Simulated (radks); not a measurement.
Coulomb parameter of the 5d shell of the iridium ion Ir3+ in the model configuration [Xe] 4f14 5d5 6p1, as a second difference U = [E(n + 0.5) + E(n - 0.5) - 2 E(n)] / (0.5)^2 with all orbitals relaxed. "Bare": the charge of the atom changes with n. "Screened": the 6p shell takes up the change at fixed total charge, which measures U(5d,5d) + U(6p,6p) - 2 U(5d,6p). Method: Dirac Kohn-Sham, PBE, spin-unpolarised, spherical densities, point nucleus; open shells are shared between the two j in proportion to 2j + 1; computed with a radial shooting solver on a logarithmic mesh with Libxc functionals.

case	configuration	E - E(n) (eV)
start	[Xe] 4f14 5d5 6p1	0.000
bare +0.5	[Xe] 4f14 5d5.5 6p1	-18.793
bare -0.5	[Xe] 4f14 5d4.5 6p1	22.097
screened +0.5	[Xe] 4f14 5d5.5 6p0.5	-7.859
screened -0.5	[Xe] 4f14 5d4.5 6p1.5	8.404

U(bare) = 13.215 eV, U(screened by 6p) = 2.179 eV.
